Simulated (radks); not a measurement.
Effect of the nuclear size on neutral rubidium, [Kr] 5s1. Calculated with a radial shooting solver on a logarithmic mesh with Libxc functionals: Dirac Kohn-Sham, LDA (Slater exchange, Perdew-Wang correlation), spin-unpolarised, spherical densities, finite nucleus; Fermi nuclear charge, rms radius 4.2036 fm. The rms radius is varied about that value; shifts are against it.

rms radius (fm)  total energy shift (eV)  density at nucleus (e/bohr^3)  1s1/2 shift (meV)  2s1/2 shift (meV)  3p1/2 shift (meV)  4s1/2 shift (meV)
3.4175                            -0.244                      5.565e+04               -104              -10.6              0.172             -0.200
4.0355                           -0.0562                      5.487e+04              -23.8              -2.43              0.039             -0.046
4.2036                                 0                      5.468e+04              0.000              0.000              0.000              0.000
4.5315                             0.116                      5.434e+04               49.0               5.01             -0.081              0.095
4.9056                             0.257                      5.398e+04                109               11.1             -0.181              0.211

Slopes of the eigenvalues against <r^2> in GHz/fm^2, as finite differences over the two radii next to the reference (eigenvalue slopes, not the field-shift constants of lines): 1s1/2 4150, 2s1/2 423, 3p1/2 -6.86, 4s1/2 8.00.
